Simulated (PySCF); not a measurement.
Te: excitation energy

Te [Kr] 4d10 5s2 5p4 (3P) → Te [Kr] 4d10 5s2 5p3 6s1 (5S), as a difference of total energies. All numbers are calculated (PySCF 2.14, the non-relativistic Hamiltonian (point nucleus), in dyall-av2z (22s16p12d, 130 functions)). Correlated levels: valence: [Kr] 4d10 frozen; virtual orbitals above 40 to 60 times the deepest correlated orbital energy dropped. The calculations carry no spin-orbit coupling.

| method | excitation energy (cm⁻¹) | difference from reference (cm⁻¹) |
| --- | --- | --- |
| UHF | 40640 | -1507 |
| LDA | 45268 | +3121 |
| PBE | 44164 | +2018 |
| PBE0 | 44942 | +2795 |
| r2SCAN | 46252 | +4106 |
| r2SCANh | 46197 | +4051 |
| MP2 (valence) | 41181 | -965 |
| SCS-MP2 (valence) | 42257 | +111 |

Reference: 42146 cm⁻¹ (measured; NIST levels, between the centres of gravity of the two terms).

These non-relativistic numbers lack the scalar-relativistic shift.
